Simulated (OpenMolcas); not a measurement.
# Exact exchange and the HOMO–LUMO gap of C4H12Ge

The species is C4H12Ge (17 atoms), meant as a singlet with charge 0. As SMILES, `CC(C)C[GeH3]`. Geometry: relaxed at PBE0-D4/def2-TZVP. This is one conformer, not always the lowest.

The HOMO–LUMO gap y, in eV, basis 6-31G(d); a is the functional's share of exact exchange. Programs: OpenMolcas 26.06.

```
functional     program     a  y (eV)
      BLYP  OpenMolcas     0    7.36
       PBE  OpenMolcas     0    7.43
     B3LYP  OpenMolcas   0.2    9.00
      PBE0  OpenMolcas  0.25       ?
     BHLYP  OpenMolcas   0.5   11.37
```

Q: Fit y = c + s·a to the known rows and predict PBE0.

A: 
1. Means of the 4 rows: a = 0.1750, y = 8.790.
2. Σ(Δa)² = 0.1675, Σ(Δa·Δy) = 1.332, so the slope is 1.332/0.1675 = 7.9522.
3. Intercept: 8.790 − (7.9522) × 0.1750 = 7.398. The largest residual of the fit is 0.038.
4. PBE0: 7.398 + (7.9522) × 0.25 = 9.39 eV.

The run gave 9.48 eV, so the prediction is off by -0.09 eV, more than the scatter of the fit. Exact exchange lowers occupied levels and raises empty ones. The rows mix families of semi-local functionals, which the line can't see.
